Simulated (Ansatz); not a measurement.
Several settings on one geometry of Si₂O₂ (that of the charge 0 singlet, PBE0-D4/def2-TZVP). Ansatz on 4 threads of Arm Neoverse V1 on a shared host; times are rough.

| atom | x (Å) | y (Å) | z (Å) |
| --- | --- | --- | --- |
| Si1 | 1.173 | 0.163 | 0.293 |
| Si2 | -1.173 | -0.163 | -0.293 |
| O3 | 0.075 | -1.124 | 0.324 |
| O4 | -0.075 | 1.124 | -0.324 |

Totals from different functionals, basis sets or treatments of relativity can't be compared as stabilities.

DK, ANO-RCC and x2c sets are all-electron and run with scalar relativity unless a key says otherwise. The 6-31G sets use Cartesian d functions. HSE06 is defined as in plane-wave codes, on full-range PBE exchange.

The spins typed aren't always the lowest for that charge.

(1) Give the basis size and estimate the energy, ⟨S²⟩ and time of these runs.

| run | method | charge | state | further keys |
| --- | --- | --- | --- | --- |
| 1 | UKS revPBE/def2-mTZVP | -1 | doublet | point_charges: [{charge: 0.50, position_ang: [4.020, -0.030, -0.840]}]; forces asked |
| 2 | UKS r2SCAN50/def2-TZVP | 1 | doublet | fitting: {mean_field: def2-universal-jkfit}; pseudopotentials: {relativity: none}; scf: {omitted_lower_state_checks: [starts]} |
| 3 | UKS HSE06-D3(BJ)-ATM/6-31++G** | 1 | doublet | accuracy: high; scf: {omitted_lower_state_checks: [starts]}; forces asked |
| 4 | UKS PBE0-D3(BJ)/ANO-RCC-VTZP | 0 | singlet | point_charges: [{charge: 2.00, position_ang: [5.861, 0.396, -0.551]}]; pseudopotentials: {relativity: scalar}; scf: {omitted_lower_state_checks: [starts]} |

Results:

(1) 
```csv
run,functions,energy (Eh),⟨S²⟩,wall time
1,92,-729.5226,0.76,1.2 s
2,136,-729.0825,0.77,3.5 s
3,84,-728.7375,0.76,4.4 s
4,128,-730.5652,0.00,2.9 s
```

The highest occupied level of an anion often lies above zero with these methods, and sets without diffuse functions describe the outer electron poorly.
